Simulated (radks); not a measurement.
Species: Bi VI. Configuration: [Xe] 4f14 5d10. Method: scalar-relativistic Kohn-Sham, LDA (Slater exchange, Perdew-Wang correlation), spin-polarised, spherical densities, point nucleus; computed with a radial shooting solver on a logarithmic mesh with Libxc functionals.

Unscreened Slater integrals over Kohn-Sham orbitals (eV). They are taken over the spin-up orbitals. Empty in this configuration: 6s.

\begin{tabular}{lr}
integral & value \\ \hline
F0(5d,5d) & 20.558 \\
F2(5d,5d) & 10.858 \\
F4(5d,5d) & 7.2992 \\
F0(5d,5p) & 22.713 \\
F2(5d,5p) & 11.613 \\
G1(5d,5p) & 14.237 \\
G3(5d,5p) & 8.8935 \\
F0(5d,4f) & 26.301 \\
F2(5d,4f) & 6.5475 \\
F4(5d,4f) & 3.0993 \\
G1(5d,4f) & 1.9731 \\
G3(5d,4f) & 1.9677 \\
G5(5d,4f) & 1.6081 \\
F0(5d,5s) & 23.665 \\
G2(5d,5s) & 9.6274 \\
F0(5d,6s) & 15.077 \\
G2(5d,6s) & 3.2369 \\
F0(5p,5p) & 25.908 \\
F2(5p,5p) & 13.981 \\
F0(5p,4f) & 31.965 \\
F2(5p,4f) & 9.8966 \\
G2(5p,4f) & 3.4292 \\
G4(5p,4f) & 3.0067 \\
F0(5p,5s) & 27.475 \\
G1(5p,5s) & 18.311 \\
F0(5p,6s) & 15.717 \\
G1(5p,6s) & 1.4001 \\
F0(4f,4f) & 56.262 \\
F2(4f,4f) & 28.371 \\
F4(4f,4f) & 18.165 \\
F6(4f,4f) & 13.178 \\
F0(4f,5s) & 35.527 \\
G3(4f,5s) & 4.5027 \\
F0(4f,6s) & 16.955 \\
G3(4f,6s) & 0.58004 \\
F0(5s,5s) & 29.474 \\
F0(5s,6s) & 15.998 \\
G0(5s,6s) & 0.81694 \\
F0(6s,6s) & 12.980 \\
\end{tabular}
